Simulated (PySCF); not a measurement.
Dipole response of Al⁻ (aluminium, charge -1)

[Ne] 3s2 3p2, high-spin 3P determinant. Computed with PySCF 2.14 in x2c-TZVPPall with one added diffuse shell each of s, p, d type (6s6p4d1f, 51 functions), with scalar relativity by spin-free X2C-1e. Coupled (time-dependent) response in atomic units; α is the mean over directions.

| method | mean α (bohr³) | α xx, yy, zz | C₆ (like pair) | S(−4) |
| --- | --- | --- | --- | --- |
| UHF | 284.1 | 150.0, 351.2, 351.2 | 5286 | 59250 |

S(−4) is the Cauchy moment in α(ω) = α(0) + S(−4) ω² + …

α(iu) at UHF:

```json
{"u (hartree)": "0", "α(iu) (bohr³)": "284.1"}
{"u (hartree)": "0.0500", "α(iu) (bohr³)": "200.0"}
{"u (hartree)": "0.100", "α(iu) (bohr³)": "124.6"}
{"u (hartree)": "0.200", "α(iu) (bohr³)": "58.30"}
{"u (hartree)": "0.300", "α(iu) (bohr³)": "32.58"}
{"u (hartree)": "0.500", "α(iu) (bohr³)": "14.02"}
{"u (hartree)": "0.750", "α(iu) (bohr³)": "6.820"}
{"u (hartree)": "1.00", "α(iu) (bohr³)": "4.055"}
{"u (hartree)": "1.50", "α(iu) (bohr³)": "1.973"}
{"u (hartree)": "2.00", "α(iu) (bohr³)": "1.208"}
{"u (hartree)": "3.00", "α(iu) (bohr³)": "0.6275"}
{"u (hartree)": "5.00", "α(iu) (bohr³)": "0.2842"}
```

For an ion, C₆ is the dispersion term alone; charge-induced terms of lower order in 1/R come first.

The components differ because the open shell of this determinant is not spherical; for a pure term their mean is the scalar polarisability.
